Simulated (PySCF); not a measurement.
**F²⁺: excitation energy**

F²⁺ [He] 2s2 2p3 (4S) → F²⁺ [He] 2s2 2p2 3d1 (high-spin determinant), as a difference of total energies. Calculation: PySCF 2.14, in dyall-av3z (15s9p3d2f, 71 functions); scalar relativity by spin-free X2C-1e. Correlated levels: valence: 1s2 frozen; virtual orbitals above 40 to 60 times the deepest correlated orbital energy dropped. The calculations carry no spin-orbit coupling.

```csv
method,excitation energy (eV)
UHF,51.043
LDA,50.351
PBE,49.811
PBE0,50.258
r2SCAN,50.764
BP86,49.767
BHandHLYP,50.478
LC-wPBE,50.489
HSE06,50.233
MP2 (valence),48.898
SCS-MP2 (valence),48.268
```

Task: How much does correlation contribute at MP2 (valence)?

Result: 48.898 − (51.043) = -2.145 eV, measured against UHF.

A first-order spin-orbit estimate (lowest level to lowest level, LS coupling) adds -0.036 eV.

The promoted electron is Rydberg-like, and one or two diffuse shells describe it only roughly, which tends to raise the upper state.

The determinant of the upper state mixes LS terms, which raises its energy above the lowest term, most at the Hartree-Fock and MP2 levels.
